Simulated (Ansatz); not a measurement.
Coupled-cluster diagnostics for SiH3(NHEt) (C₂H₉NSi), Ansatz.

Geometry of the singlet (PBE-D4/def2-SVP):

```xyz
13

C    -0.6321    0.1732   -0.8050
C    -1.6271   -0.6749   -0.0044
N     0.3530    0.8885   -0.0038
Si    1.8672    0.2046    0.5298
H     2.6395    1.3150    1.1882
H     1.7913   -0.9431    1.5182
H     2.6032   -0.3193   -0.6759
H    -0.0567    1.6149    0.5903
H    -1.1918    0.9000   -1.4379
H    -0.0823   -0.4777   -1.5208
H    -1.1040   -1.4495    0.5935
H    -2.3507   -1.1872   -0.6724
H    -2.2094   -0.0446    0.7003
```

Correlated methods freeze 8 core orbitals. Another isomer (singlet) lies 0.39 eV lower at PBE0-D4/def2-TZVP; other spin states weren't run for this one.

**Question.** Estimate the CCSD(T) correlation energy, the shares of MP2 and (T), T1 and the reference's ⟨S²⟩ for: charge 0, singlet, own geometry in def2-TZVP; and the rough time on 2 threads of Arm Neoverse V1 on a shared host.

**Answer.** 
| state | basis | correlation (eV) | MP2 share (%) | (T) share (%) | T1 | ⟨S²⟩ (pure) | wall time |
| --- | --- | --- | --- | --- | --- | --- | --- |
| charge 0, singlet, own geometry | def2-TZVP | -20.554 | 89.1 | 3.5 | 0.010 | 0.00 (0.00) | 54 s |
Customary marks for T1 are 0.02 (closed shells), 0.045 (open shells) and about 0.05 (3d metals). T1 stays under 0.02 throughout.
